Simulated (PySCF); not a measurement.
## Electron correlation in In (indium, neutral)

[Kr] 4d10 5s2 5p1, 2P determinant. Computed with PySCF 2.14 in def2-SVP with the def2 core potential (28 electrons) (4s4p2d, 26 functions), with a scalar-relativistic core potential. Frozen: 4s2 4p6 4d10; 3 electrons correlated.

MP2 pair energies summed by pair of shells (mhartree):

```json
{"pair": "5s-5s", "energy": "-15.69", "share (%)": "61.7"}
{"pair": "5s-5p", "energy": "-9.74", "share (%)": "38.3"}
```

Total MP2 correlation energy: -25.42 mhartree.

Same-spin part -1.84 and opposite-spin part -23.59 mhartree; SCS-MP2 scales them by 1/3 and 6/5 to -28.92 mhartree.

```json
{"level": "CCSD", "correlation energy (mhartree)": "-37.87"}
{"level": "(T)", "correlation energy (mhartree)": "-0.41"}
{"level": "CCSD(T)", "correlation energy (mhartree)": "-38.28"}
```

Diagnostics: T1 = 0.0096, D1 = 0.0229, largest double amplitude 0.091.

**Question.** Is a single reference adequate?

**Answer.** Mostly. T1 lies below 0.03, but a double amplitude of this size points to a near-degeneracy that CCSD handles and MP2 describes poorly.
